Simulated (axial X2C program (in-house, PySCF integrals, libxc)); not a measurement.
## Which molecule has these constants?

Calculated with an axial X2C code built on PySCF integrals, spin-free (one-electron X2C) or two-component (2c: spin–orbit coupling with atomic mean-field Coulomb and Gaunt terms, which also bring small scalar terms), in Dyall basis sets with cores contracted in-house; open shells are unrestricted.

A two-component PBE0 calculation in a Dyall 3-zeta basis gave Re = 3.233 Å, ωe = 144.4 cm⁻¹, dipole magnitude 2.15 D, Ω = 0.

Which molecule is it?
A. LiIn
B. NaIn
C. KIn
D. InH
E. RbIn

B. The others have RbIn 3.857 Å and 71.4 cm⁻¹ (Ω = 0); InH 1.849 Å and 1461.9 cm⁻¹ (Ω = 0); KIn 3.705 Å and 97.4 cm⁻¹ (Ω = 0); LiIn 2.990 Å and 264.7 cm⁻¹ (Ω = 0).

Each entry is the lowest single determinant of a limited PBE0 search at one distance. De goes to single-determinant-based atoms at the same level (for ions the charge split of lowest energy) and is withheld (n/a) where an atom does not fit its ground term or J level. Main or longest-lived isotopes. One determinant is a doubtful description, or other states lie close, for NaIn, RbIn, KIn, LiIn; these need not be ground states, and all values refer to the states named. With several unpaired electrons the Ω given is that of one determinant, not necessarily of the lowest component. The functionals have no current term, which raises determinants with orbital currents. Where the atoms have a lower orbital projection than the molecule, De at mean-field level may be about a tenth of an eV too small.
